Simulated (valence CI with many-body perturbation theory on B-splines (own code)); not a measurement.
Ni XXIII: calculated level list

Computed by relativistic CI+MBPT: four valence electrons over a frozen Dirac-Fock core [He], radial functions for each j: 9 s, 9 p, 8 d, 6 f, 3 g, 1 h, with the one-electron correlation potential Σ1, the two-electron term Σ2, the three-electron term Σ3, Breit, model QED; selected CI, second order for the rest, scaled by the run's own slope (own B-spline code, finite nucleus).

No measured spectrum was set against this ion. As an estimate, levels of excited configurations hold to 0.05 to 0.15 % of their energy, terms of the ground configuration to about 0.5 %. Among the levels kept, up to 450 cm⁻¹ of a level comes from second order outside the variational space, and about a tenth of that is noise between levels of different J, which matters for small intervals.

Levels 1 to 45 of 58, with energies above the lowest level, 2s²2p² ³P_0. "Leading %" is the weight of the configuration and term that name the level; weights of strongly mixed levels are sums over their largest components and can fall short, so below about 35 % the name and the second component can differ from the true leading terms, or belong to a minority configuration. In the jj column 3d3/2^4 stands for four electrons in 3d with j = 3/2. Lifetimes count E1, E2, E3, M1 and M2 decay at the calculated energies, and are blank where another channel may lead or the interval is too uncertain; long ones can be off by a factor of two.

```csv
No.,Configuration,Term,J,E (Ry),Leading %,Lifetime,Leading jj
1,2s²2p²,³P,0,0.000,87,,2s^2 2p1/2^2 (92 %)
2,2s²2p²,³P,1,1.000,99,47.9 μs,2s^2 2p1/2 2p3/2 (99 %)
3,2s²2p²,³P,2,1.476,68,751 μs,2s^2 2p1/2 2p3/2 (87 %)
4,2s²2p²,¹D,2,2.959,68,12.6 μs,2s^2 2p3/2^2 (86 %)
5,2s²2p²,¹S,0,4.239,85,3.40 μs,2s^2 2p3/2^2 (91 %)
6,2s2p³,⁵S°,2,5.341,94,6.68 ns,2s 2p1/2 2p3/2^2 (46 %)
7,2s2p³,³D°,1,8.149,79,58.0 ps,2s 2p1/2^2 2p3/2 (63 %)
8,2s2p³,³D°,2,8.200,78,88.8 ps,2s 2p1/2 2p3/2^2 (62 %)
9,2s2p³,³D°,3,8.576,100,119 ps,2s 2p1/2 2p3/2^2 (100 %)
10,2s2p³,³P°,0,9.703,100,36.9 ps,2s 2p1/2 2p3/2^2 (100 %)
11,2s2p³,³P°,1,9.829,77,33.2 ps,2s 2p1/2 2p3/2^2 (77 %)
12,2s2p³,³P°,2,10.069,64,36.4 ps,2s 2p3/2^3 (51 %)
13,2s2p³,³S°,1,11.400,73,9.02 ps,2s 2p1/2 2p3/2^2 (70 %)
14,2s2p³,¹D°,2,11.894,87,16.2 ps,2s 2p1/2 2p3/2^2 (60 %)
15,2s2p³,¹P°,1,13.319,76,9.47 ps,2s 2p3/2^3 (72 %)
16,2p⁴,³P,2,16.995,86,14.1 ps,2p1/2^2 2p3/2^2 (93 %)
17,2p⁴,³P,0,18.021,80,11.9 ps,2p1/2^2 2p3/2^2 (76 %)
18,2p⁴,³P,1,18.219,99,11.7 ps,2p1/2 2p3/2^3 (99 %)
19,2p⁴,¹D,2,18.964,86,17.0 ps,2p1/2 2p3/2^3 (93 %)
20,2p⁴,¹S,0,21.418,77,9.64 ps,2p3/2^4 (76 %)
21,2s²2p3s,³P°,0,83.055,97,342 fs,2s^2 2p1/2 3s (97 %)
22,2s²2p3s,³P°,1,83.145,73,283 fs,2s^2 2p1/2 3s (96 %)
23,2s²2p3s,³P°,2,84.534,96,314 fs,2s^2 2p3/2 3s (96 %)
24,2s²2p3s,¹P°,1,84.765,73,215 fs,2s^2 2p3/2 3s (96 %)
25,2s²2p3p,³D,1,84.845,67,16.0 ps,2s^2 2p1/2 3p1/2 (96 %)
26,2s²2p3p,³P,1,85.505,32,4.59 ps,2s^2 2p1/2 3p3/2 (90 %)
27,2s²2p3p,³D,2,85.553,76,10.6 ps,2s^2 2p1/2 3p3/2 (87 %)
28,2s²2p3p,³P,0,85.607,80,2.76 ps,2s^2 2p1/2 3p1/2 (88 %)
29,2s²2p3p,³P,1,86.588,46,3.36 ps,2s^2 2p3/2 3p1/2 (62 %)
30,2s²2p3p,³D,3,86.764,96,13.4 ps,2s^2 2p3/2 3p3/2 (96 %)
31,2s²2p3p,³P,2,86.808,55,3.54 ps,2s^2 2p3/2 3p1/2 (74 %)
32,2s²2p3p,³S,1,86.836,64,4.49 ps,2s^2 2p3/2 3p3/2 (66 %)
33,2s²2p3d,³F°,2,87.291,74,281 fs,2s^2 2p1/2 3d3/2 (97 %)
34,2s2p²3s,⁵P,1,87.373,90,462 fs,2s 2p1/2^2 3s (59 %)
35,2s²2p3p,¹D,2,87.480,67,3.71 ps,2s^2 2p3/2 3p3/2 (78 %)
36,2s²2p3d,³F°,3,87.720,70,90.9 fs,2s^2 2p1/2 3d5/2 (89 %)
37,2s²2p3d,³P°,2,87.759,37,48.0 fs,2s^2 2p1/2 3d5/2 (94 %)
38,2s²2p3d,³D°,1,87.910,62,31.3 fs,2s^2 2p1/2 3d3/2 (94 %)
39,2s²2p3p,¹S,0,87.996,56,622 fs,2s^2 2p3/2 3p3/2 (49 %)
40,2s2p²3s,⁵P,2,88.064,96,441 fs,2s 2p1/2 2p3/2 3s (90 %)
41,2s2p²3s,³P,0,88.446,51,436 fs,2s^2 2p3/2 3p3/2 (43 %)
42,2s2p²3s,⁵P,3,88.656,91,387 fs,2s 2p1/2 2p3/2 3s (60 %)
43,2s²2p3d,³F°,4,88.857,97,578 ps,2s^2 2p3/2 3d5/2 (97 %)
44,2s²2p3d,¹D°,2,88.900,48,59.4 fs,2s^2 2p3/2 3d3/2 (60 %)
45,2s2p²3s,³P,1,88.935,87,255 fs,2s 2p1/2 2p3/2 3s (84 %)
```

Names give the largest LS component (configuration and term), which can be under half, so a name can repeat, a term be missing and a line seem to break the LS rules; names also repeat where a configuration has a term twice.

The ionisation energy to 2s²2p ²P°1/2 of the next ion comes out as 2010.8 eV (NIST: 2008.1 ± 1.3 eV (semi-empirical)). All 58 levels together are meant to be complete up to 90.281 Ry.
